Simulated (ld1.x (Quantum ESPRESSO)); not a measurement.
# Transferability test, RRKJ potential for magnesium (Mg)

- Element: Mg (Z = 12)
- Generator: ld1.x (Quantum ESPRESSO) 7.5
- Type: norm-conserving RRKJ (Kleinman–Bylander form)
- Functional: PBE
- Relativity: scalar-relativistic
- Frozen core: [He]
- Valence charge: 10
- Reference configuration: 2s2 2p6 3s0 3p0 (charge +2)
- Partial waves: 2s (bound): rc 1.00 bohr; 2p (bound): rc 0.95 bohr
- Local potential: all-electron potential smoothed inside 0.80 bohr (lloc = -1)
- Core correction: none

Energies are relative to the spin-unpolarised reference configuration 2s2 2p6 3s0 3p0; without spin polarisation the order of configurations can differ from experiment.

```tsv
valence configuration	charge	ΔE all-electron (eV)	error AE − PS (meV)
2s2 2p6 3s2 3p0	0	-22.986	+45
2s2 2p6 3s1 3p0	+1	-15.026	+33
2s2 2p5 3s2 3p0	+1	35.556	+269
2s1 2p6 3s2 3p0	+1	68.485	+6.7
2s2 2p6 3s0 3p1	+1	-10.658	-29
2s2 2p6 3s0 3p2	0	-15.803	-36
```

Task: What are ΔE and the potential's error for 2s2 2p6 3s1.5 3p0?

Result: ΔE = -19.842 eV all-electron; the error (AE − PS) is +40 meV.
